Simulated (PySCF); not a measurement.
Dy (dysprosium, neutral) across methods

[Xe] 4f9 5d1 6s2, one real determinant (an excited configuration). Computed with PySCF 2.14 in x2c-TZVPPall with one added diffuse shell each of s, p, d, f type (12s8p8d5f2g, 129 functions), with scalar relativity by spin-free X2C-1e.

| method | E (hartree) | mean ε 6s α (eV) | mean ε 6s β (eV) | mean ε 5d α (eV) | Σ⟨r²⟩ (bohr²) | ⟨S²⟩ |
| --- | --- | --- | --- | --- | --- | --- |
| r2SCAN | -12156.84 | -4.415 | -3.959 | -3.441 | 79.11 | 12.269 |
| PBE | -12156.60 | -4.371 | -3.937 | -3.048 | 79.37 | 12.073 |
| LDA | -12148.06 | -4.544 | -4.103 | -3.005 | 78.65 | 12.023 |
| UHF | -12152.40685 | -5.877 | -5.273 | -6.651 | 82.90 | 12.088 |

Estimate the same row for PBE0.

E (hartree) = -12156.48; mean ε 6s α (eV) = -4.899; mean ε 6s β (eV) = -4.460; mean ε 5d α (eV) = -4.032; Σ⟨r²⟩ (bohr²) = 79.51; ⟨S²⟩ = 12.065.

⟨L²⟩ = 30.89 against 56 for a pure K term, so this real determinant mixes terms. Spin-orbit coupling, absent here, splits the open shell strongly. ⟨S²⟩ = 12.27 against 12.00 shows spin contamination.
